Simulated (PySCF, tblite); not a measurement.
Compound: C6H11P.
Z-matrix (Å and degrees, GFN2-xTB geometry), rows numbered from 1:
```
C 
C   1  1.4910
C   2  1.3271  1  126.61
C   3  1.4963  2  117.72  1   179.59
C   4  1.5335  3  107.58  2    12.91
P   2  1.8401  1  120.16  3  -179.69
C   6  1.8615  2   97.00  1   -90.22
H   1  1.0902  2  110.27  3  -124.17
H   1  1.0899  2  109.92  3   117.45
H   1  1.0886  2  111.08  3    -3.22
H   3  1.0811  2  123.38  1     0.99
H   4  1.0925  3  110.84  2   134.43
H   4  1.0950  3  109.30  2  -107.84
H   5  1.0930  4  110.10  3    98.31
H   5  1.0908  4  112.96  3  -141.54
H   7  1.0884  6  108.89  2    75.54
H   7  1.0888  6  108.76  2  -166.46
H   7  1.0883  6  111.30  2   -45.30
```

Computed with PBE0/def2-SVPD in PySCF (dipole) on a GFN2-xTB geometry, gas phase.

Take the most abundant isotopes and a rigid rotor. The values belong to one conformer with, in the numbering `[CH3:1][C:2]1=[CH:3][CH2:4][CH2:5][P:6]1[CH3:7]`, C2–C3–C4–C5 13°, C3–C4–C5–P6 -19°, C4–C5–P6–C7 -81°, C1–C2–P6–C5 171°.

What are A, B and C (GHz)?

Ia = 191.72, Ib = 217.67, Ic = 323.96 u·Å²; 505379 MHz·u·Å²/I gives 2636, 2322 and 1560 MHz, that is A = 2.6361, B = 2.3217, C = 1.5600 GHz.

What kind of rotor is it?

An asymmetric top: κ = (2 × 2322 − 2636 − 1560)/(2636 − 1560) = 0.42.

Is it planar, by Δ = Ic − Ia − Ib?

Not planar: Δ = Ic − Ia − Ib = -85.42 u·Å². For a rigid frame Δ = −2 Σ m c², so Σ m c² = 42.71 u·Å² lies off the ab plane: 12.50 from hydrogen and 30.21 from heavier atoms. The atom farthest from that plane is 1.86 Å away.

Give the other two planar moments, Paa and Pbb, and the rms extents of the mass along the axes.

Paa = Σ m a² = (Ib + Ic − Ia)/2 = 174.96 and Pbb = Σ m b² = (Ia + Ic − Ib)/2 = 149.00 u·Å². With the mass M = 114.06 u, the rms extents √(P/M) along a, b and c are 1.24, 1.14, 0.61 Å.

Give the coordinates in the principal-axis frame, origin at the centre of mass.

The sense of each axis is arbitrary; atoms in the order of the calculation.
```
atom  mass (u)   a (Å)   b (Å)   c (Å)
  C1    12.000   2.427   0.004  -0.103
  C2    12.000   0.977  -0.339  -0.047
  C3    12.000   0.451  -1.487   0.361
  C4    12.000  -1.040  -1.614   0.343
  C5    12.000  -1.595  -0.439  -0.472
  P6    30.974  -0.284   0.888  -0.586
  C7    12.000  -0.536   1.697   1.072
  H8     1.008   2.623   0.911   0.470
  H9     1.008   2.724   0.196  -1.134
 H10     1.008   3.037  -0.805   0.296
 H11     1.008   1.041  -2.317   0.723
 H12     1.008  -1.344  -2.569  -0.091
 H13     1.008  -1.418  -1.594   1.371
 H14     1.008  -1.811  -0.760  -1.494
 H15     1.008  -2.517  -0.030  -0.056
 H16     1.008   0.314   2.344   1.280
 H17     1.008  -1.434   2.311   1.029
 H18     1.008  -0.632   0.956   1.863
```

Which types of transition are allowed, and where do some lines up to J = 2 fall?

The dipole components are |μa| = 0.17 D, |μb| = 0.82 D, |μc| = 1.13 D. Intensities carry the squares of the components, which stand as 0.02 : 0.53 : 1.00 (a : b : c). Some lines, for components of 0.1 D or more:

```csv
type,branch,"J(Ka,Kc)",MHz,lower level (cm⁻¹)
c,Q,"1(1,1) ← 1(0,1)",314,0.129
a,Q,"2(2,0) ← 2(2,1)",526,0.481
c,Q,"2(2,1) ← 2(1,1)",943,0.450
b,Q,"1(1,0) ← 1(0,1)",1076,0.129
b,Q,"2(2,0) ← 2(1,1)",1469,0.450
a,Q,"2(1,1) ← 2(1,2)",2285,0.374
b,Q,"2(2,1) ← 2(1,2)",3228,0.374
a,R,"1(0,1) ← 0(0,0)",3882,0.000
b,R,"1(1,1) ← 0(0,0)",4196,0.000
c,R,"1(1,0) ← 0(0,0)",4958,0.000
b,R,"2(0,2) ← 1(1,1)",6923,0.140
a,R,"2(1,2) ← 1(1,1)",7002,0.140
a,R,"2(0,2) ← 1(0,1)",7237,0.129
b,R,"2(1,2) ← 1(0,1)",7316,0.129
a,R,"2(1,1) ← 1(1,0)",8525,0.165
b,R,"2(2,1) ← 1(1,0)",9468,0.165
c,R,"2(1,1) ← 1(0,1)",9601,0.129
c,R,"2(2,0) ← 1(1,0)",9995,0.165
c,R,"2(2,1) ← 1(1,1)",10230,0.140
```

Estimate the classical rotational partition function at 200 K, 298.15 K and 500 K.

Point group C1, symmetry number σ = 1; q = (√π/σ)·√((kT/h)³/(ABC)), k/h = 20836.6 MHz/K: 154000 at 200 K, 281000 at 298.15 K, 610000 at 500 K.

Its GFN2-xTB frequencies are all real (lowest 90 cm⁻¹). No vibrational averaging or centrifugal distortion is included, and the geometry carries the error of its method. A rigid rotor knows nothing of internal rotation, which can split or shift real lines.

Hardware: an Arm Neoverse V1 with one thread, no GPU, on a shared host. Cost: 43 s, 0.87 GiB resident at most. This is the PBE0/def2-SVPD job that gave the dipole, with the excitations it also computed.
